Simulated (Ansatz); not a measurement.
`O[SiH](O)[SiH2][SiH3]` + `O[SiH](O)Br` → `O[SiH](Br)O[SiH3]` + `O[SiH](O)[SiH3]`  (cleavage of the Si–Si bond)

Gas-phase electronic energies from Ansatz, PBE0-D4/def2-TZVP geometries. CCSD(T)/CBS is the MP2 limit (def2-TZVPP, def2-QZVPP) plus CCSD(T) − MP2 in def2-TZVPP, frozen cores. This one scheme is used for every species. DFT in def2-TZVPP. B3LYP here is the variant with VWN-RPA as its local correlation; programs differ in this. For Br outer-core shells are correlated without core-valence functions, which leaves a few kJ/mol of doubt a bond. Scalar relativity is left out up to krypton. Each species was taken in one conformer, which may not be the lowest.

Task: Is it downhill or uphill in electronic energy at CCSD(T)/CBS, and by how much? (An estimate is asked.)

Result: The calculation gave: Downhill: ΔE = -95.2 kJ/mol.

Task: What do these levels give: B3LYP-D4, ωB97X-V, B2PLYP, r2SCAN, B3LYP, MP2/def2-TZVPP, SCS-MP2/def2-TZVPP, HF/def2-QZVPP, MP2/def2-QZVPP, SCS-MP2/def2-QZVPP, HF/CBS(def2), CCSD/CBS(def2)? (An estimate is asked.)

Result: Ansatz gave: B3LYP-D4 -95.3, ωB97X-V -92.7, B2PLYP -99.1, r2SCAN -85.7, B3LYP -95.2, MP2/def2-TZVPP -101.2, SCS-MP2/def2-TZVPP -107.2, HF/def2-QZVPP -125.6, MP2/def2-QZVPP -102.3, SCS-MP2/def2-QZVPP -108.1, HF/CBS(def2) -126.0, CCSD/CBS(def2) -99.3 kJ/mol.

Largest T1 diagnostic among the species: 0.013.

From PBE to PBE0 (25 % exact exchange), in def2-TZVPP and without D4, ΔE moves by −8.5 kJ/mol. In def2-TZVPP, CCSD(T) changes the Hartree–Fock value by +27.7 kJ/mol (the triples alone add +4.0 kJ/mol) and MP2 by +21.6 kJ/mol.
